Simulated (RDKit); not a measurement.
Job for RDKit: UFF on C2H5F (a complex), monomers drawn apart or pushed together.

```python
from rdkit import Chem
from rdkit.Chem import AllChem, rdDetermineBonds

blocks = [
'''2

F    -0.04401971    0.39980914   -0.26978324
H    -0.01821981    0.28339397    0.65836339
''',
'''6

C     0.41597593   -0.57156459    3.01945943
C    -0.31717730    0.52521346    3.17725641
H    -0.03854021   -1.54922396    2.91386288
H     1.49844782   -0.53413060    2.99924102
H     0.13757524    1.50171352    3.29216481
H    -1.39939301    0.48659238    3.20680347
''',
]
mol = None
for b in blocks:
    f = Chem.MolFromXYZBlock(b)
    rdDetermineBonds.DetermineBonds(f, charge=0)
    mol = f if mol is None else Chem.CombineMols(mol, f)
Chem.SanitizeMol(mol)
print(Chem.MolToSmiles(Chem.RemoveHs(mol)))
ff = AllChem.UFFGetMoleculeForceField(mol, vdwThresh=100.0, ignoreInterfragInteractions=False)
e = ff.CalcEnergy()
print(f'UFF energy {e:.6f} kcal/mol')
```

Program output:

```
C=C.F
UFF energy 3.176315 kcal/mol
```

The run finished.

Cost: about 0.010 core-seconds (a rough figure).
